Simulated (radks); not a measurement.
Results of a calculation; reference values are marked as such.
These are the eigenvalues of the occupied orbitals of an atom or ion with whole-number occupations (eV). Code: a radial shooting solver on a logarithmic mesh with Libxc functionals. Model: scalar-relativistic Kohn-Sham, BLYP, spin-unpolarised, spherical densities, finite nucleus; Fermi nuclear charge, rms radius of each element as measured or else 0.836 A^(1/3) + 0.57 fm.

orbital  eigenvalue
1s        -11732.14
2s        -1496.760
2p        -1313.938
3s        -199.7132
3p        -143.1956
3d         -50.2623
4s         -23.2862
4p         -13.2410

Which element is it, and in what charge state? The configuration may be excited.

Answer. Z = 33, arsenic, charge +1: As+ in [Ar] 3d10 4s2 4p2. The list shows which subshells hold electrons but not how many an open one holds; the 1s level, -431.15 hartree, gives Z - s = 29.4 by -(Z - s)^2/2, which with screening and relativity narrows Z to a few neighbours, and the depths of the outer levels then fix element, charge and occupations together.
